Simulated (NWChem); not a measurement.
Molecule: CH2BrF; SMILES FCBr

Computed with NWChem. Pople sets run with spherical d functions. Medium grid unless said otherwise, to which SCAN and Minnesota functionals are sensitive. All runs use the structure optimised with B3LYP/6-31G* (spherical d). Hybrids' shares of exact exchange are those that their runs print; pure functionals count as 0. The functionals differ in more than this share.

```
row               share of exact exchange  highest occupied level (eV)
----------------  -----------------------  ---------------------------
PBE/6-31G*                           0.00                        -6.77
SCAN/6-31G*                          0.00                        -7.16
B3LYP/6-31G*                         0.20                        -7.87
PBE0/6-31G*                          0.25                     withheld
BHandHLYP/6-31G*                     0.50                        -9.37
```

### Question
Fit a straight line of the last column on the one before it, predict the withheld value, and compare with the run.

### Answer

1. Means of the 4 shown rows: x = 0.175, y = -7.793. Slope Σ(x − x̄)(y − ȳ)/Σ(x − x̄)² = -0.8042/0.1675 = -4.801; intercept -6.952.
2. The shown rows scatter about the line by 0.140 (root mean square); the largest residual is -0.21, at SCAN/6-31G*.
3. At x = 0.25 (PBE0/6-31G*; inside the shown range) the line gives -8.15.
4. The run gives -8.17, -0.02 from the line, 0.1 times the scatter.
